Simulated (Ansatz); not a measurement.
Ta2Te4. Charge 0, multiplicity 1. Geometry r2SCAN-D4/def2-SVP.

```
atom    x (Å)    y (Å)    z (Å)
 Ta1  -0.6662  -0.0808  -1.6821
 Ta2   0.5448  -1.3238  -0.0893
 Te3   1.9730   1.2926   0.8214
 Te4  -1.9516  -2.2081  -0.5096
 Te5  -0.1571   2.4084  -0.9027
 Te6   0.2571  -0.0882   2.3623
```

In the def2 sets Ta, Te take a core potential; there is no spin–orbit coupling. At HF/def2-TZVP the restricted singlet is unstable: a solution with broken spin symmetry lies lower. The restricted singlet is unstable towards broken spin symmetry in Hartree–Fock (as tested in another run); at PBE-D4/def2-TZVP, r2SCAN-D4/def2-TZVP, PBE0-D4/def2-TZVP this wasn't settled. Another isomer (triplet) lies 1.78 eV lower at PBE0-D4/def2-TZVP; other spin states weren't run for this one.

**Question.** Estimate the orbital energies around the gap (eV) in Ansatz with HF/def2-TZVP, PBE-D4/def2-TZVP, r2SCAN-D4/def2-TZVP, PBE0-D4/def2-TZVP.

**Answer.** 
```json
{"orbital": "HOMO−9", "HF/def2-TZVP": "-10.62", "PBE-D4/def2-TZVP": "-7.23", "r2SCAN-D4/def2-TZVP": "-7.49", "PBE0-D4/def2-TZVP": "-8.27"}
{"orbital": "HOMO−8", "HF/def2-TZVP": "-10.23", "PBE-D4/def2-TZVP": "-6.91", "r2SCAN-D4/def2-TZVP": "-7.16", "PBE0-D4/def2-TZVP": "-7.93"}
{"orbital": "HOMO−7", "HF/def2-TZVP": "-9.46", "PBE-D4/def2-TZVP": "-6.56", "r2SCAN-D4/def2-TZVP": "-6.80", "PBE0-D4/def2-TZVP": "-7.49"}
{"orbital": "HOMO−6", "HF/def2-TZVP": "-9.33", "PBE-D4/def2-TZVP": "-6.30", "r2SCAN-D4/def2-TZVP": "-6.56", "PBE0-D4/def2-TZVP": "-7.27"}
{"orbital": "HOMO−5", "HF/def2-TZVP": "-9.09", "PBE-D4/def2-TZVP": "-6.18", "r2SCAN-D4/def2-TZVP": "-6.41", "PBE0-D4/def2-TZVP": "-7.09"}
{"orbital": "HOMO−4", "HF/def2-TZVP": "-8.63", "PBE-D4/def2-TZVP": "-5.55", "r2SCAN-D4/def2-TZVP": "-5.76", "PBE0-D4/def2-TZVP": "-6.43"}
{"orbital": "HOMO−3", "HF/def2-TZVP": "-8.42", "PBE-D4/def2-TZVP": "-5.49", "r2SCAN-D4/def2-TZVP": "-5.72", "PBE0-D4/def2-TZVP": "-6.42"}
{"orbital": "HOMO−2", "HF/def2-TZVP": "-7.94", "PBE-D4/def2-TZVP": "-5.18", "r2SCAN-D4/def2-TZVP": "-5.41", "PBE0-D4/def2-TZVP": "-6.07"}
{"orbital": "HOMO−1", "HF/def2-TZVP": "-7.63", "PBE-D4/def2-TZVP": "-4.91", "r2SCAN-D4/def2-TZVP": "-5.14", "PBE0-D4/def2-TZVP": "-5.81"}
{"orbital": "HOMO", "HF/def2-TZVP": "-6.90", "PBE-D4/def2-TZVP": "-4.51", "r2SCAN-D4/def2-TZVP": "-4.62", "PBE0-D4/def2-TZVP": "-5.28"}
{"orbital": "LUMO", "HF/def2-TZVP": "-0.50", "PBE-D4/def2-TZVP": "-3.92", "r2SCAN-D4/def2-TZVP": "-3.85", "PBE0-D4/def2-TZVP": "-3.18"}
{"orbital": "LUMO+1", "HF/def2-TZVP": "-0.07", "PBE-D4/def2-TZVP": "-3.57", "r2SCAN-D4/def2-TZVP": "-3.55", "PBE0-D4/def2-TZVP": "-3.00"}
{"orbital": "LUMO+2", "HF/def2-TZVP": "0.10", "PBE-D4/def2-TZVP": "-3.06", "r2SCAN-D4/def2-TZVP": "-2.94", "PBE0-D4/def2-TZVP": "-2.31"}
{"orbital": "LUMO+3", "HF/def2-TZVP": "0.81", "PBE-D4/def2-TZVP": "-2.92", "r2SCAN-D4/def2-TZVP": "-2.82", "PBE0-D4/def2-TZVP": "-2.27"}
{"orbital": "LUMO+4", "HF/def2-TZVP": "1.12", "PBE-D4/def2-TZVP": "-2.72", "r2SCAN-D4/def2-TZVP": "-2.60", "PBE0-D4/def2-TZVP": "-1.98"}
{"orbital": "LUMO+5", "HF/def2-TZVP": "1.55", "PBE-D4/def2-TZVP": "-2.61", "r2SCAN-D4/def2-TZVP": "-2.51", "PBE0-D4/def2-TZVP": "-1.84"}
```
